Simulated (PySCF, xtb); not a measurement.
C2H6ClFSi, SMILES C([SiH3])[C@@H](F)Cl. One conformer was computed; it need not be the lowest.

Harmonic wavenumbers (cm⁻¹) from GFN2-xTB (xtb) at its own minimum, in rising order: 47, 129, 158, 298, 349, 486, 526, 591, 644, 745, 761, 774, 795, 798, 947, 1077, 1154, 1182, 1257, 1290, 1453, 2266, 2296, 2315, 2897, 2986, 3013.

Q: What does PBE-D3(BJ)/def2-SVP (PySCF) give at its own minimum? (Estimate from the structure and the level; the computed values follow.)

A: 55, 126, 160, 313, 363, 490, 506, 596, 640, 769, 818, 879, 910, 916, 942, 1058, 1160, 1195, 1241, 1321, 1362, 2166, 2187, 2196, 2987, 3012, 3054. Paired by order, the mean absolute difference is 43 cm⁻¹ and the zero-point energies are 44.7 and 44.9 kcal/mol.
